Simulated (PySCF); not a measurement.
FH5O3Si2, SMILES O[Si](O)(O)[SiH2]F. Atoms are numbered in the order given.

```xyz
11

Si     1.4034    -0.6687    -0.4487
F      1.8248     0.2775    -1.7184
Si    -0.6299     0.1067     0.3992
O     -0.5615     1.6203     1.0698
O     -1.8023     0.2303    -0.7762
O     -0.9669    -0.9824     1.6001
H      1.2942    -2.0719    -0.9543
H      2.5028    -0.6064     0.5584
H     -0.8500     2.3415     0.4970
H     -1.9389    -0.5289    -1.3550
H     -1.6148    -0.7105     2.2638
```

Geometry: r2SCAN-D4/def2-SVP. The structure was generated by enumeration, and PubChem lists no compound with its InChIKey, so it may never have been made. Other conformers were not sampled.

Calculation: PBE0/pcSseg-1 run with PySCF.

GIAO shieldings, no solvent; atoms listed in one row are averaged. δ = σ(ref) − σ: ²⁹Si against TMS (σ = 352.7 ppm); ¹⁹F against CFCl3 (σ = 167.2 ppm); ¹⁷O against H2O (σ = 334.2 ppm); ¹H against TMS (σ = 31.56 ppm), references at their B3LYP-D3(BJ)/def2-TZVP geometries, non-relativistic.

Computed chemical shifts:
| nucleus | atoms | count | δ (ppm) |
|---|---|---|---|
| ²⁹Si | Si1 | 1 | -4.1 |
| ²⁹Si | Si3 | 1 | -34.4 |
| ¹⁹F | F2 | 1 | -271.1 |
| ¹⁷O | O5 | 1 | 81.6 |
| ¹⁷O | O6 | 1 | 73.4 |
| ¹⁷O | O4 | 1 | 59.6 |
| ¹H | H8 | 1 | 5.59 |
| ¹H | H7 | 1 | 5.47 |
| ¹H | H11 | 1 | 2.60 |
| ¹H | H9 | 1 | 2.41 |
| ¹H | H10 | 1 | 2.35 |
